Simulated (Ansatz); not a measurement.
Ansatz (a program for electronic structure) input file for B-trichloroborazine (B3Cl3H3N3), SMILES N1B(NB(Cl)NB1Cl)Cl, B3LYP-D3(BJ)/def2-SVP. 

Ansatz 0.2 input:
```yaml
crystal:
  periodic: [false, false, false]
  atoms:
    - {symbol: Cl, position_ang: [3.15667625, -0.00000000, 0.00000000]}
    - {symbol: B, position_ang: [1.43403735, -0.00000000, 0.00000000]}
    - {symbol: N, position_ang: [0.70275347, -1.21720471, -0.00000000]}
    - {symbol: B, position_ang: [-0.71701868, -1.24191278, 0.00000000]}
    - {symbol: Cl, position_ang: [-1.57833813, -2.73376182, 0.00000000]}
    - {symbol: N, position_ang: [-1.40550693, -0.00000000, 0.00000000]}
    - {symbol: B, position_ang: [-0.71701867, 1.24191277, -0.00000000]}
    - {symbol: Cl, position_ang: [-1.57833812, 2.73376182, 0.00000000]}
    - {symbol: N, position_ang: [0.70275347, 1.21720472, -0.00000000]}
    - {symbol: H, position_ang: [1.20784642, -2.09205138, -0.00000000]}
    - {symbol: H, position_ang: [-2.41569285, -0.00000000, 0.00000000]}
    - {symbol: H, position_ang: [1.20784643, 2.09205138, 0.00000000]}
basis:
  gaussian:
    orbitals: def2-SVP
hamiltonian:
  xc: b3lyp
  dispersion: d3bj
relax: {f_tol: 0.002, max_steps: 200}
```

Program output:

```
WARN ansatz: RAYON_NUM_THREADS=2 ignored (pool sized by the plan → 2); use --threads N
Functional definition: B3LYP
integrals: 0.15 GiB planned
1662 factors; integrals over basis functions are off by at most 5.0e-4 eV
mean field: 1.20 GiB planned
mean field evaluation 1: about -44096.9418 eV, gradient 8.5e1 eV
mean field evaluation 2: about -44074.4540 eV, gradient 1.3e2 eV
mean field evaluation 4: about -44111.3127 eV, gradient 4.4e0 eV
mean field evaluation 8: about -44111.4570 eV, gradient 6.2e-2 eV
mean field evaluation 16: about -44111.4570 eV, gradient 1.5e-5 eV
mean field -44111.45700518 eV, -1621.0661451209 hartree, gradient 1.5e-5 eV, S^2 0.000000; 0 other end points of the search recorded, 0 dependent functions left out
the calculation of the forces begins
reference -44111.45727616 eV, -1621.0661550794 hartree; 45, 45 occupied and 108, 108 virtual orbitals, 1662 factors
relax step   1: F+E_penalty+E_count = -44112.20546567 eV  Δ(F+E_penalty+E_count) = +0.000e0 eV  max|allowed force component| = 1.537e0 eV/Å  Δτ_max = 0.0000 Å  (29 SCF iters, accepted)
these checks for a lower state are left out or cut short: starts, cluster_reference, orbital_swaps, neighbouring_geometries, increment
integrals: 0.15 GiB planned
1662 factors; integrals over basis functions are off by at most 5.1e-4 eV
mean field: 1.20 GiB planned
mean field -44111.56193830 eV, -1621.0700013420 hartree, gradient 1.1e-5 eV, S^2 0.000000; 0 other end points of the search recorded, 0 dependent functions left out
the calculation of the forces begins
reference -44111.56221098 eV, -1621.0700113626 hartree; 45, 45 occupied and 108, 108 virtual orbitals, 1662 factors
relax step   2: F+E_penalty+E_count = -44112.30307479 eV  Δ(F+E_penalty+E_count) = -9.761e-2 eV  max|allowed force component| = 7.805e-1 eV/Å  Δτ_max = 0.0318 Å  (31 SCF iters, accepted)
these checks for a lower state are left out or cut short: starts, cluster_reference, orbital_swaps, neighbouring_geometries, increment
integrals: 0.15 GiB planned
1662 factors; integrals over basis functions are off by at most 5.2e-4 eV
mean field: 1.20 GiB planned
mean field evaluation 32: about -44111.6055 eV, gradient 1.1e-5 eV
mean field -44111.60545383 eV, -1621.0716005082 hartree, gradient 1.1e-5 eV, S^2 0.000000; 0 other end points of the search recorded, 0 dependent functions left out
the calculation of the forces begins
reference -44111.60572779 eV, -1621.0716105762 hartree; 45, 45 occupied and 108, 108 virtual orbitals, 1662 factors
relax step   3: F+E_penalty+E_count = -44112.34086378 eV  Δ(F+E_penalty+E_count) = -3.779e-2 eV  max|allowed force component| = 2.101e-1 eV/Å  Δτ_max = 0.0280 Å  (31 SCF iters, accepted)
these checks for a lower state are left out or cut short: starts, cluster_reference, orbital_swaps, neighbouring_geometries, increment
integrals: 0.15 GiB planned
1662 factors; integrals over basis functions are off by at most 5.2e-4 eV
mean field: 1.20 GiB planned
mean field -44111.60683912 eV, -1621.0716514167 hartree, gradient 2.2e-5 eV, S^2 0.000000; 0 other end points of the search recorded, 0 dependent functions left out
the calculation of the forces begins
reference -44111.60711305 eV, -1621.0716614834 hartree; 45, 45 occupied and 108, 108 virtual orbitals, 1662 factors
relax step   4: F+E_penalty+E_count = -44112.34211036 eV  Δ(F+E_penalty+E_count) = -1.247e-3 eV  max|allowed force component| = 5.162e-2 eV/Å  Δτ_max = 0.0025 Å  (25 SCF iters, accepted)
these checks for a lower state are left out or cut short: starts, cluster_reference, orbital_swaps, neighbouring_geometries, increment
integrals: 0.15 GiB planned
1662 factors; integrals over basis functions are off by at most 5.2e-4 eV
mean field: 1.20 GiB planned
mean field -44111.60666781 eV, -1621.0716451212 hartree, gradient 1.5e-5 eV, S^2 0.000000; 0 other end points of the search recorded, 0 dependent functions left out
the calculation of the forces begins
reference -44111.60694162 eV, -1621.0716551835 hartree; 45, 45 occupied and 108, 108 virtual orbitals, 1662 factors
relax step   5: F+E_penalty+E_count = -44112.34222625 eV  Δ(F+E_penalty+E_count) = -1.159e-4 eV  max|allowed force component| = 3.023e-3 eV/Å  Δτ_max = 0.0014 Å  (24 SCF iters, accepted)
these checks for a lower state are left out or cut short: starts, cluster_reference, orbital_swaps, neighbouring_geometries, increment
integrals: 0.15 GiB planned
1662 factors; integrals over basis functions are off by at most 5.2e-4 eV
mean field: 1.20 GiB planned
mean field -44111.60665215 eV, -1621.0716445458 hartree, gradient 2.1e-5 eV, S^2 0.000000; 0 other end points of the search recorded, 0 dependent functions left out
the calculation of the forces begins
reference -44111.60692596 eV, -1621.0716546081 hartree; 45, 45 occupied and 108, 108 virtual orbitals, 1662 factors
relax step   6: F+E_penalty+E_count = -44112.34222703 eV  Δ(F+E_penalty+E_count) = -7.770e-7 eV  max|allowed force component| = 1.044e-3 eV/Å  Δτ_max = 0.0001 Å  (19 SCF iters, accepted)
integrals: 0.15 GiB planned
1662 factors; integrals over basis functions are off by at most 5.2e-4 eV
mean field: 1.20 GiB planned
mean field evaluation 64: about -44111.6066 eV, gradient 2.6e-2 eV
mean field -44111.60665215 eV, -1621.0716445458 hartree, gradient 2.1e-5 eV, S^2 0.000000; 1 other end points of the search recorded, 0 dependent functions left out
the calculation of the forces begins
reference -44111.60692596 eV, -1621.0716546081 hartree; 45, 45 occupied and 108, 108 virtual orbitals, 1662 factors
Total energy: -44112.34250084 eV, -1621.0986864861 hartree
Atom 0 at     3.217219     0.000000     0.000000 Å, force    -0.000041     0.000000     0.000000 eV/Å
Atom 1 at     1.434736    -0.000000    -0.000000 Å, force    -0.000155     0.000000     0.000000 eV/Å
Atom 2 at     0.707303    -1.225088     0.000000 Å, force    -0.000526     0.000896     0.000000 eV/Å
Atom 3 at    -0.717370    -1.242518    -0.000000 Å, force     0.000062     0.000149    -0.000000 eV/Å
Atom 4 at    -1.608605    -2.786199    -0.000000 Å, force     0.000028     0.000033     0.000000 eV/Å
Atom 5 at    -1.414610     0.000000     0.000000 Å, force     0.001044     0.000000     0.000000 eV/Å
Atom 6 at    -0.717370     1.242518    -0.000000 Å, force     0.000062    -0.000149     0.000000 eV/Å
Atom 7 at    -1.608605     2.786199     0.000000 Å, force     0.000028    -0.000033    -0.000000 eV/Å
Atom 8 at     0.707303     1.225088    -0.000000 Å, force    -0.000526    -0.000896    -0.000000 eV/Å
Atom 9 at     1.214085    -2.102857     0.000000 Å, force     0.000447    -0.000769     0.000000 eV/Å
Atom 10 at    -2.428172    -0.000000     0.000000 Å, force    -0.000871    -0.000000    -0.000000 eV/Å
Atom 11 at     1.214085     2.102857    -0.000000 Å, force     0.000447     0.000769    -0.000000 eV/Å
Dipole moment:    -0.000004     0.000000    -0.000000 e Å
```

The calculation finished and met its thresholds.

Cost: around 100 core-seconds (rough).
